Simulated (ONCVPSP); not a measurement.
Configuration tests for N (ONCV)

```
Element                 : nitrogen (N)
Generator               : ONCVPSP 4.0.1
Type                    : optimised norm-conserving Vanderbilt (ONCV)
Functional              : LDA (Perdew-Wang 92)
Relativity              : scalar-relativistic
Frozen core             : [He]
Valence charge          : 5
Reference configuration : 2s2 2p3
Partial waves           : 2s: rc 0.90 bohr, ncon 4, nbas 7, qcut 7.2 1/bohr, 2 projectors, debl 3.6 Ha; 2p: rc 1.75 bohr, ncon 3, nbas 8, qcut 6.8 1/bohr, 2 projectors, debl 2.3 Ha; d scattering state at 0.05 Ha: rc 1.55 bohr, ncon 3, nbas 6, qcut 5.5 1/bohr, 2 projectors, debl 3.7 Ha
Local potential         : polynomial inside 0.85 bohr (lpopt 5, dvloc0 6 Ha)
Core correction         : polynomial model core, fcfact 0.6
```

Energies are relative to the spin-unpolarised reference configuration 2s2 2p3; without spin polarisation the order of configurations can differ from experiment.

```csv
valence configuration,charge,ΔE all-electron (eV),error AE − PS (meV)
2s2 2p2,+1,13.731,+47
2s2 2p1,+2,42.703,+381
```

Problem. What are ΔE and the potential's error for 2s1 2p3?

Solution. ΔE = 25.184 eV all-electron; the error (AE − PS) is -38 meV.

Problem. What are ΔE and the potential's error for 2s2 2p0?

Solution. ΔE = 89.873 eV all-electron; the error (AE − PS) is +1448 meV.
